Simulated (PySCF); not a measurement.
Si(H)3(OAc) (C₂H₆O₂Si), SMILES CC(=O)O[SiH3].

Geometry optimised at r2SCAN-D4/def2-SVP.

Two levels are set side by side: TDDFT-PBE/def2-SVPD (PySCF) and TDDFT-CAM-B3LYP/def2-SVPD (PySCF). Vertical, same geometry. The lowest singlet is HOMO→LUMO 100 % with PBE and HOMO→LUMO+1 95 % with the other functional; states are paired by order. Differences are taken from unrounded values.

| quantity | TDDFT-PBE |
|---|---|
| lowest singlet excitation (eV) | 5.53 |
| lowest triplet excitation (TDA) (eV) | 5.01 |
| first bright state (f over 0.05) (eV) | 7.00 |
| its oscillator strength | 0.08 |

### Question
These are the TDDFT-PBE values. What does TDDFT-CAM-B3LYP give? (An estimate is asked for; the answer gives what the named calculation found.)

### Answer

```
quantity                               TDDFT-CAM-B3LYP  TDDFT-PBE minus TDDFT-CAM-B3LYP
-------------------------------------  ---------------  -------------------------------
lowest singlet excitation (eV)                    5.83                            -0.31
lowest triplet excitation (TDA) (eV)              5.32                            -0.31
first bright state (f over 0.05) (eV)             8.15                            -1.16
its oscillator strength                           0.09                            -0.01
```

Functionals without exact exchange tend to place singlet excitations lower, as here. Differences between two approximate levels are no errors against the true value.

Rough cost on one machine, each run with all the roots and properties that it gave: TDDFT-CAM-B3LYP against TDDFT-PBE about 7 times.
